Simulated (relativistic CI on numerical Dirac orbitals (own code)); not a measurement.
Computed by Dirac-Coulomb-Breit CI, KLI orbitals optimised for each configuration, QED by a radiative potential, unscaled Slater integrals (own radial code, finite nucleus).

Configuration list: 1s², 1s2s, 1s2p, 1s3s, 1s3p, 1s3d, 1s4s, 1s4p, 1s4d, 1s4f, 1s5s, 1s5p, 1s5d, 1s5f, 1s5g, 1s6s, 1s6p, 1s6d, 2s². Levels of other configurations are missing.

At this charge energies of transitions that change n are usually good to better than 1 %, and those within a shell (Δn = 0) to a few per cent.

Outline of the computed level scheme of Pm LX. Lowest level of each configuration: 1s² ¹S0 at 0.0 eV; 1s2s ³S1 at 38958.0 eV; 1s2p ³P°1 at 39048.1 eV; 1s3s ³S1 at 46377.7 eV; 1s3p ³P°1 at 46402.1 eV; 1s3d ³D2 at 46608.7 eV; 1s4s ³S1 at 48935.8 eV; 1s4p ³P°1 at 48945.7 eV; 1s4d ³D2 at 49032.5 eV.

Some strong electric-dipole decays among the lowest 27 levels: 1s2p ¹P°1 → 1s² ¹S0 (1.1e+16 s⁻¹); 1s2p ³P°1 → 1s² ¹S0 (5.3e+15 s⁻¹); 1s3p ¹P°1 → 1s² ¹S0 (3.0e+15 s⁻¹); 1s3p ³P°1 → 1s² ¹S0 (1.3e+15 s⁻¹); 1s4p ¹P°1 → 1s² ¹S0 (1.2e+15 s⁻¹); 1s3d ³D3 → 1s2p ³P°2 (8.3e+14 s⁻¹); 1s3d ³D2 → 1s2p ³P°1 (7.5e+14 s⁻¹); 1s3d ¹D2 → 1s2p ¹P°1 (7.5e+14 s⁻¹).

LS names give the leading component of a level, which can be under half, so a name can repeat, a term be missing and a line seem to break the LS rules.
